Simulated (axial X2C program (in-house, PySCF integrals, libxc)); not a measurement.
# Spectroscopic constants of MnSi⁺

Computed with an in-house all-electron X2C program for linear molecules (integrals from PySCF). Spin-free means the one-electron spin-free X2C Hamiltonian; two-component (2c) means X2C with spin–orbit coupling and atomic mean-field two-electron Coulomb and Gaunt terms, so the difference of the two also holds small scalar two-electron terms. Basis: Mn dyall-cv3z [9s10p6d3f2g], Si dyall-v3z [8s7p2d1f] (cores contracted in-house); Gaussian nuclei, density fitting, unrestricted open shells. Masses: Mn 54.938 u, Si 27.977 u.

Input:
```json
{"zs": [25, 14], "q": 1, "bas": ["dyall-cv3z", "dyall-v3z"], "levels": ["PBE0", "HF", "M06"], "cc": true, "r0": 2.35, "thr": -2.0, "nmax": 90, "npts": 10, "nst": 2, "ntry": 6}
```
```bash
python so2c.py task.json out
```

Keys: zs atomic numbers; q charge; bas basis sets; levels methods; cc coupled cluster on or off; r0 starting distance in Å; thr threshold in hartree for freezing inner shells (an s shell follows its p shell); nmax most natural virtual spinors; npts points on the curve; nst determinants followed; ntry starts of the search. HF also brings MP2.

State, spin-free: M_S = 2, Λ = 1 (beyond evenly filled blocks: σα, π+α, π+β, π-α, δ+α, δ-α); electrons by block: σα: 11, σβ: 10, π+α: 4, π+β: 4, π-α: 4, π-β: 3, δ+α: 1, δ-α: 1. Fragments: Mn+ + Si.

State, 2c: Ω = 3 (⟨Sz⟩ = 2.00, ⟨Lz⟩ = 1.00 at PBE0); electrons by block: 1/2: 15, -1/2: 14, 3/2: 4, -3/2: 4, 5/2: 1. Fragments: Mn+ + Si.

```json
{"Hamiltonian": "spin-free", "level": "PBE0", "Re (Å)": "2.549", "ωe (cm⁻¹)": "247.6", "ωexe (cm⁻¹)": "1.44", "Be (cm⁻¹)": "0.14", "αe (cm⁻¹)": "0.00106", "De (eV)": "1.79", "k (mdyn/Å)": "0.669", "μ (D)": "-1.14"}
{"Hamiltonian": "spin-free", "level": "HF", "Re (Å)": "2.971", "ωe (cm⁻¹)": "166.2", "ωexe (cm⁻¹)": "0.901", "Be (cm⁻¹)": "0.103", "αe (cm⁻¹)": "0.000814", "De (eV)": "0.743", "k (mdyn/Å)": "0.302", "μ (D)": "-0.64"}
{"Hamiltonian": "spin-free", "level": "CCSD", "Re (Å)": "2.686", "ωe (cm⁻¹)": "218.7", "ωexe (cm⁻¹)": "0.893", "Be (cm⁻¹)": "0.1261", "αe (cm⁻¹)": "0.000857", "De (eV)": "1.41", "k (mdyn/Å)": "0.522", "μ (D)": "n/a"}
{"Hamiltonian": "spin-free", "level": "CCSD(T)", "Re (Å)": "2.661", "ωe (cm⁻¹)": "224.8", "ωexe (cm⁻¹)": "0.971", "Be (cm⁻¹)": "0.1284", "αe (cm⁻¹)": "0.000868", "De (eV)": "1.49", "k (mdyn/Å)": "0.552", "μ (D)": "n/a"}
{"Hamiltonian": "spin-free", "level": "M06", "Re (Å)": "2.499", "ωe (cm⁻¹)": "267.5", "ωexe (cm⁻¹)": "1.61", "Be (cm⁻¹)": "0.1456", "αe (cm⁻¹)": "0.00111", "De (eV)": "2.28", "k (mdyn/Å)": "0.781", "μ (D)": "-0.20"}
{"Hamiltonian": "2c", "level": "PBE0", "Re (Å)": "2.548", "ωe (cm⁻¹)": "247.5", "ωexe (cm⁻¹)": "1.44", "Be (cm⁻¹)": "0.14", "αe (cm⁻¹)": "0.00107", "De (eV)": "1.80", "k (mdyn/Å)": "0.669", "μ (D)": "-1.14"}
{"Hamiltonian": "2c", "level": "HF", "Re (Å)": "2.972", "ωe (cm⁻¹)": "166.1", "ωexe (cm⁻¹)": "0.898", "Be (cm⁻¹)": "0.103", "αe (cm⁻¹)": "0.000813", "De (eV)": "0.750", "k (mdyn/Å)": "0.301", "μ (D)": "-0.64"}
{"Hamiltonian": "2c", "level": "M06", "Re (Å)": "2.499", "ωe (cm⁻¹)": "267.4", "ωexe (cm⁻¹)": "1.61", "Be (cm⁻¹)": "0.1456", "αe (cm⁻¹)": "0.00111", "De (eV)": "2.30", "k (mdyn/Å)": "0.781", "μ (D)": "-0.20"}
```

Correlated methods: 10 electrons correlated (number of frozen shells: Mn 3 s, 2 p; Si 2 s, 1 p), 234 virtual spin orbitals or spinors in MP2, 90 natural virtuals in coupled cluster.

Dipoles are positive if Si is the positive end and refer to the centre of mass.

One determinant describes the state; a PBE0 search over occupations chose it and may have missed a lower one. De is counted from the lowest determinant-based energies of the atoms at the same level, without counterpoise correction. Density functionals use the spin component along the axis (collinear). Coupled cluster ran in a truncated set of natural virtual spinors; the MP2 energy of the rest was added. (T) has no such correction and the atoms are truncated less, which lowers De at CCSD(T) by a hundredth of an eV or more. In 2c an atomic determinant is not the ground J level, so De misses part of the atomic spin–orbit lowering. This holds for PBE0, M06. Other states lie close and PBE0, whose exact exchange favours high spin, may order them wrongly; the determinant shown need not be the ground state. The nearest other spin-free determinant of the search, M_S = 3, Λ = 1, lies 0.30 eV up at the distance of the search. The functionals have no current-density term, which raises determinants with orbital currents, atoms included. With several unpaired electrons one determinant need not be a pure state. A state of lower Ω lies just above, and one determinant can place such states too high, so the state shown need not be the lowest. The search has Ω = 1 only 0.02 eV up. Open-shell Ω = 0 determinants with evenly filled partner blocks cannot be reached by this program, so the Ω shown need not be the lowest component. The determinant is spin-polarised beyond a pure state at some levels (its spin-free form has ⟨S²⟩ too high), which makes Re and μ there less reliable. The T1 diagnostic is large, a sign of multireference character.

No reliable constants came from CCSD (2c), CCSD(T) (2c), MP2 (2c), MP2 (spin-free): no minimum in range, unconverged points, a curve that is not smooth, a change of character along it, or the two Hamiltonians disagreeing along it.

Rough cost a point (2c) on 1 thread(s) of a shared host, integrals apart: PBE0 0.5 s, HF 0.5 s, M06 0.9 s.

The whole task took 2.6 min on 1 thread of Arm Neoverse V1 (shared host).
